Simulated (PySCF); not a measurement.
## Working out the ionisation energy of As

As [Ar] 3d10 4s2 4p3 (4S) → As⁺ [Ar] 3d10 4s2 4p2 (3P). Computed with PySCF 2.14 in aug-cc-pVDZ-PP with ECP10MDF, with scalar relativity through the core potential. Frozen: 3s2 3p6 3d10. Energies in hartree (1 hartree = 27.21139 eV):

```
            part   As (lower)  As⁺ (upper)
             UHF  -331.198045  -330.851462
CCSD correlation    -0.071830    -0.059431
             (T)    -0.001101    -0.000716
```

Problem. What does Hartree-Fock give?

Solution. (-330.851462) − (-331.198045) = 0.346583 hartree = 9.431 eV.

Problem. What do CCSD and CCSD(T) give?

Solution. The CCSD correlation energies differ by 0.012399 hartree = 0.337 eV and the triples by 0.000385 hartree = 0.010 eV, so CCSD gives 9.768 eV and CCSD(T) 9.778 eV.

Measured between the centres of the two terms (NIST): 10.008 eV, so CCSD(T) (valence) is off by -0.230 eV.

A double-zeta basis recovers only part of the correlation energy.

What remains against the reference includes basis incompleteness, the frozen core and higher excitations.
